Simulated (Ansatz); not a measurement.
The same molecule with X = F, Cl, Br. Ansatz, PBE0-D4/def2-TZVP geometries, multiplicity 1.

Scalar relativity is left out up to krypton.

| X | molecule | mean X–Ge bond length / Å | size of the dipole moment (ωB97M-V/def2-TZVPP) / D | HOMO–LUMO gap (PBE0/def2-TZVPP) / eV | HOMO–LUMO gap (PBE/def2-TZVPP) / eV |
| --- | --- | --- | --- | --- | --- |
| F | `[BH2][GeH2][F]` | 1.751 | 2.40 | 5.78 | 3.45 |
| Cl | `[BH2][GeH2][Cl]` | 2.168 | 2.40 | 5.39 | 3.10 |

Question: Give the row for X = Br, `[BH2][GeH2][Br]`. (An estimate is asked.)

Answer: Computed: 
| X | molecule | mean X–Ge bond length / Å | size of the dipole moment (ωB97M-V/def2-TZVPP) / D | HOMO–LUMO gap (PBE0/def2-TZVPP) / eV | HOMO–LUMO gap (PBE/def2-TZVPP) / eV |
| --- | --- | --- | --- | --- | --- |
| Br | `[BH2][GeH2][Br]` | 2.323 | 2.44 | 5.04 | 2.80 |

From F to Br the mean X–Ge bond length rises at each step, by 0.572 Å in all; the HOMO–LUMO gap (PBE0/def2-TZVPP) falls at each step, by 0.74 eV in all; the HOMO–LUMO gap (PBE/def2-TZVPP) falls at each step, by 0.65 eV in all. Bonds lengthen as the atom grows down the group. Dipoles are sizes alone, and their direction can turn along the series.

Spin–orbit coupling is left out; it splits and shifts lone-pair levels of the heavy atoms by tenths of an eV.
